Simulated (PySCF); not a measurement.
Polarisability and C₆ of Au³⁶⁺ (gold, charge +36)

[Kr] 4d7, high-spin 4F determinant. All numbers are calculated (PySCF 2.14, no relativity, point nucleus, in an even-tempered Gaussian basis (18 s from 3.3 bohr⁻², ratio 2.5; 12 p from 4.3 bohr⁻², ratio 2.5; 9 d from 4.3 bohr⁻², ratio 2.5; 4 f from 22 bohr⁻², ratio 2.7; 3 g from 32 bohr⁻², ratio 2.7)). Coupled (time-dependent) response in atomic units; α is the mean over directions.

```tsv
method	mean α (bohr³)	C₆ (like pair)	S(−4)
PBE0	0.03033	0.009463	0.0003460
```

S(−4) is the Cauchy moment in α(ω) = α(0) + S(−4) ω² + …

Spin-orbit coupling is absent.

α(iu) at PBE0:

| u (hartree) | α(iu) (bohr³) |
| --- | --- |
| 0 | 0.03032 |
| 1.00 | 0.02999 |
| 2.00 | 0.02904 |
| 4.00 | 0.02605 |
| 6.00 | 0.02275 |
| 8.00 | 0.01981 |
| 10.0 | 0.01736 |
| 15.0 | 0.01297 |
| 20.0 | 0.01020 |
| 30.0 | 0.007056 |
| 50.0 | 0.004311 |

For an ion, C₆ is the dispersion term alone; charge-induced terms of lower order in 1/R come first.

A non-relativistic calculation at this Z misses sizeable relativistic shifts. Spin-orbit coupling is strong in this species (close to jj coupling), so the high-spin LS determinant is a model state, not a physical level.
